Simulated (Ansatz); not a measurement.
Se, charge -1, doublet (a gas-phase anion, which may not be bound at this level); SC-NEVPT2/6-31G, CASSCF(5,6) run with Ansatz (a first-principles code).

Ansatz was given this input:
Ansatz 0.2 input:
```yaml
crystal:
  periodic: [false, false, false]
  atoms:
    - {symbol: Se, position_ang: [0.00000000, 0.00000000, 0.00000000]}
basis:
  gaussian:
    orbitals: 6-31G
total_charge: -1
correlation: {method: sc_nevpt2, electrons: all, active_space: {window: {electrons: 5, orbitals: 6}}}
magnetization: {spin_polarized: false, initial_magnetization: 1}
```

Problem. What does Ansatz print? Leave out banner, timings and long lists.

Solution. 
```
Functional definition: HF
195 factors; integrals over basis functions are off by at most 1.8e-4 eV
mean field evaluation 1: about -65293.5769 eV, gradient 1.1e1 eV
mean field evaluation 2: about -65293.5788 eV, gradient 1.1e1 eV
mean field evaluation 4: about -65293.8621 eV, gradient 6.2e-1 eV
mean field evaluation 8: about -65293.8629 eV, gradient 1.9e-4 eV
mean field evaluation 16: about -65293.8629 eV, gradient 6.2e-7 eV
mean field evaluation 32: about -65293.8629 eV, gradient 7.2e-5 eV
mean field -65293.86287984 eV, -2399.5052030643 hartree, gradient 1.3e-6 eV, S^2 0.750000; 4 other end points of the search recorded, 0 dependent functions left out
reference -65293.86287984 eV, -2399.5052030643 hartree; 18, 17 occupied and 11, 12 virtual orbitals, 195 factors
state -65294.34734618 eV, -2399.5230068741 hartree
state -65294.34734618 eV, -2399.5230068741 hartree; corrected -65300.00896519 eV, -2399.7310675351 hartree
Total energy: -65300.00896519 eV, -2399.7310675351 hartree
```
